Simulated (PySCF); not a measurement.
C2H7BrGeO2, singlet, at a GFN2-xTB geometry; PySCF with CASSCF(10,8)/STO-3G.

Input for PySCF:
```python
from pyscf import gto, scf, mcscf
import numpy

mol = gto.Mole()
mol.atom = '''
    Ge    0.091631   -0.624109    0.301862
    Br   -0.158421    1.645229    0.221874
    O     1.387726   -1.131006   -0.726465
    C     2.760508   -0.790179   -0.661581
    O    -1.244356   -1.382462   -0.491200
    C    -2.626732   -1.088293   -0.391066
    H     0.269577   -1.024503    1.757616
    H     3.242052   -1.291358   -1.501293
    H     2.910042    0.288454   -0.754117
    H     3.214843   -1.133515    0.270330
    H    -3.044190   -1.484573    0.536944
    H    -2.819897   -0.013207   -0.438536
    H    -3.109511   -1.574269   -1.238923
'''
mol.basis = 'sto-3g'
mol.charge = 0
mol.spin = 0
mol.verbose = 4
mol.build()

mf = scf.RHF(mol)
mf.kernel()
mc = mcscf.CASSCF(mf, 8, 10)
mc.fix_spin_(ss=0.0)
mc.kernel()
occ = numpy.linalg.eigvalsh(mc.fcisolver.make_rdm1(mc.ci, mc.ncas, mc.nelecas))[::-1]
ss = mc.fcisolver.spin_square(mc.ci, mc.ncas, mc.nelecas)[0]
print('natural occupations', occ.round(4), ' <S^2>', round(ss, 4))
```

Task: Write the output that PySCF gives for this input, abridged.

Result: 
```
PySCF version 2.14.0

[INPUT] verbose = 4
[INPUT] num. atoms = 13
[INPUT] num. electrons = 102
[INPUT] charge = 0
[INPUT] spin (= nelec alpha-beta = 2S) = 0
[INPUT] symmetry False subgroup None
[INPUT] Mole.unit = angstrom
[INPUT] Symbol           X                Y                Z      unit          X                Y                Z       unit  Magmom
[...]
nuclear repulsion = 822.350362201312
number of shells = 35
number of NR pGTOs = 189
number of NR cGTOs = 63
basis = sto-3g
ecp = {}

******** <class 'pyscf.scf.hf.RHF'> ********
method = RHF
initial guess = minao
damping factor = 0
level_shift factor = 0
DIIS = <class 'pyscf.scf.diis.CDIIS'>
diis_start_cycle = 1
diis_space = 8
diis_damp = 0
SCF conv_tol = 1e-09
SCF conv_tol_grad = None
SCF max_cycles = 50
direct_scf = True
direct_scf_tol = 1e-13
Set gradient conv threshold to 3.16228e-05
Initial guess from minao.
init E= -4817.20944369273
[...]
cycle= 1 E= -4822.91161939364  delta_E= -5.7  |g|= 0.648  |ddm|= 4.27
[...]
cycle= 2 E= -4823.06562069311  delta_E= -0.154  |g|= 0.195  |ddm|= 1.15
[...]
cycle= 3 E= -4823.08038375182  delta_E= -0.0148  |g|= 0.0506  |ddm|= 0.365
[...]
cycle= 4 E= -4823.08183164824  delta_E= -0.00145  |g|= 0.00973  |ddm|= 0.108
[...]
cycle= 5 E= -4823.08190489743  delta_E= -7.32e-05  |g|= 0.00164  |ddm|= 0.0308
[...]
cycle= 6 E= -4823.08190689738  delta_E= -2e-06  |g|= 0.000398  |ddm|= 0.00482
[...]
cycle= 7 E= -4823.08190703322  delta_E= -1.36e-07  |g|= 0.000119  |ddm|= 0.00129
[...]
cycle= 8 E= -4823.08190704835  delta_E= -1.51e-08  |g|= 2.49e-05  |ddm|= 0.000514
[...]
cycle= 9 E= -4823.08190704894  delta_E= -5.93e-10  |g|= 6.55e-06  |ddm|= 9.33e-05
[...]
Extra cycle  E= -4823.08190704897  delta_E= -3.09e-11  |g|= 2.85e-06  |ddm|= 1.59e-05
converged SCF energy = -4823.08190704897

******** <class 'pyscf.mcscf.mc1step.CASSCF'> ********
CAS (5e+5e, 8o), ncore = 46, nvir = 9
max_cycle_macro = 50
max_cycle_micro = 4
conv_tol = 1e-07
conv_tol_grad = None
orbital rotation max_stepsize = 0.02
orbital rotation threshold for CI restart = 0.01
augmented hessian ah_max_cycle = 30
augmented hessian ah_conv_tol = 1e-12
augmented hessian ah_linear dependence = 1e-14
augmented hessian ah_level shift = 1e-08
augmented hessian ah_start_tol = 2.5
augmented hessian ah_start_cycle = 3
augmented hessian ah_grad_trust_region = 3
kf_trust_region = 3
kf_interval = 4
ci_response_space = 4
ci_grad_trust_region = 3
with_dep4 0
natorb = False
canonicalization = True
sorting_mo_energy = False
[...]
CASCI E = -4823.09045804760  S^2 = 0.0000000
[...]
               |grad[o]|=0.00281  |grad[c]|=0.0373  |ddm|=0.00619  |maxRot[o]|=0.0697
macro iter  20 (  7 JK    2 micro), CASSCF E = -4823.13950668179  dE = -2.52523878e-04  S^2 = 0.0000000
               |grad[o]|=0.00263  |grad[c]|=0.0383  |ddm|=0.00763  |maxRot[o]|=0.0696
macro iter  21 (  7 JK    2 micro), CASSCF E = -4823.13970080242  dE = -1.94120623e-04  S^2 = 0.0000000
               |grad[o]|=0.00236  |grad[c]|=0.0392  |ddm|=0.00826  |maxRot[o]|=0.0696
macro iter  22 (  7 JK    2 micro), CASSCF E = -4823.13982699096  dE = -1.26188539e-04  S^2 = 0.0000000
               |grad[o]|=0.00198  |grad[c]|=0.0384  |ddm|=0.00778  |maxRot[o]|=0.0696
macro iter  23 (  6 JK    2 micro), CASSCF E = -4823.13987624640  dE = -4.92554482e-05  S^2 = 0.0000000
               |grad[o]|=0.00148  |grad[c]|=0.0175  |ddm|=0.00377  |maxRot[o]|=0.0499
macro iter  24 (  7 JK    2 micro), CASSCF E = -4823.13989405003  dE = -1.78036307e-05  S^2 = 0.0000000
               |grad[o]|=0.000882  |grad[c]|=0.00838  |ddm|=0.00166  |maxRot[o]|=0.0389
macro iter  25 ( 12 JK    3 micro), CASSCF E = -4823.13986836308  dE =  2.56869534e-05  S^2 = 0.0000000
               |grad[o]|=0.000539  |grad[c]|=0.025  |ddm|=0.00213  |maxRot[o]|=0.0826
macro iter  26 ( 17 JK    4 micro), CASSCF E = -4823.13988959196  dE = -2.12288796e-05  S^2 = 0.0000000
               |grad[o]|=0.000927  |grad[c]|=0.00397  |ddm|=0.00054  |maxRot[o]|=0.0208
macro iter  27 (  7 JK    2 micro), CASSCF E = -4823.13989682446  dE = -7.23250378e-06  S^2 = 0.0000000
               |grad[o]|=0.000276  |grad[c]|=0.0053  |ddm|=0.000839  |maxRot[o]|=0.0313
macro iter  28 (  7 JK    1 micro), CASSCF E = -4823.13989720754  dE = -3.83071892e-07  S^2 = 0.0000000
               |grad[o]|=0.000132  |grad[c]|=0.000363  |ddm|=7.58e-05  |maxRot[o]|=0.00487
macro iter  29 (  7 JK    1 micro), CASSCF E = -4823.13989728633  dE = -7.87922545e-08  S^2 = 0.0000000
               |grad[o]|=6.98e-05  |grad[c]|=0.000177  |ddm|=3.21e-05  |maxRot[o]|=0.00229
1-step CASSCF converged in  29 macro (311 JK  73 micro) steps
CASSCF canonicalization
Density matrix diagonal elements [1.99006682 1.99020809 1.98718345 1.97569087 1.98308434 0.02620185
 0.02357109 0.02399349]
CASSCF energy = -4823.13989728633
CASCI E = -4823.13989728633  E(CI) = -23.8829279054826  S^2 = 0.0000000
natural occupations [1.9988 1.9977 1.9805 1.9769 1.9741 0.0266 0.0238 0.0217]  <S^2> 0.0
```
